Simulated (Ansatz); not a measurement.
`[OH][GaH][GeH3]` + NH₃ → `[NH2][GaH][OH]` + GeH₄ at 700 K and 1 bar (cleavage of the Ga–Ge bond).

Gas-phase electronic energies from Ansatz, PBE0-D4/def2-TZVP geometries. CBS: MP2 limit from def2 TZ/QZ plus the TZ coupled-cluster correction, frozen cores. This one scheme is used for every species. For Ga, Ge outer-core shells are correlated without core-valence functions, which leaves a few kJ/mol of doubt a bond. Scalar relativity is left out up to krypton. Each species was taken in one conformer, which may not be the lowest.

```
          species  CCSD(T)/CBS energy (Eh)  H − E (kJ/mol)  S (J/(mol·K))
`[OH][GaH][GeH3]`              -4078.25778           182.9          449.5
              NH₃                -56.50880           116.9          226.5
 `[NH2][GaH][OH]`              -2056.27372           177.9          391.4
             GeH₄              -2078.49493           112.9          267.3
```

H − E and S are ideal-gas, rigid-rotor, harmonic terms from PBE0-D4/def2-TZVP, for one conformer and one mirror image of each species. 1 Eh = 2625.50 kJ/mol, R = 8.31446 J/(mol·K).

Problem. By hand: ΔE, ΔH, ΔS and ΔG.

Solution. ΔE = (-2056.27372) + (-2078.49493) − (-4078.25778) − (-56.50880) = -0.00207 Eh = -5.4 kJ/mol. Δ(H − E) = 177.9 + 112.9 − 182.9 − 116.9 = -9.0, so ΔH = -14.4 kJ/mol. ΔS = 391.4 + 267.3 − 449.5 − 226.5 = -17.3 J/(mol·K). ΔG = -14.4 − 700 × (-17.3)/1000 = -2.3 kJ/mol.

Problem. By hand: the equilibrium constant, and the temperature at which ΔG would vanish if ΔH and ΔS stayed fixed.

Solution. log₁₀ K = −ΔG/(RT ln 10) = 0.2. ΔG = 0 at ΔH/ΔS = 832 K, though so small a ΔS makes that figure unsure.

TΔS isn't small against ΔH here. The sign of ΔG lies within the doubt. A doubt of 5 kJ/mol in ΔE shifts log₁₀ K by 0.4 here. Other conformers and mirror images would add mixing entropy, several J/(mol·K) or more a flexible species. Modes under 60 cm⁻¹, often nearly free rotors, make the harmonic entropy too high. These are equilibria of isolated gas molecules and say nothing of rates. Largest T1 diagnostic: 0.014 (customary marks: 0.02 for closed shells, 0.045 for open ones).
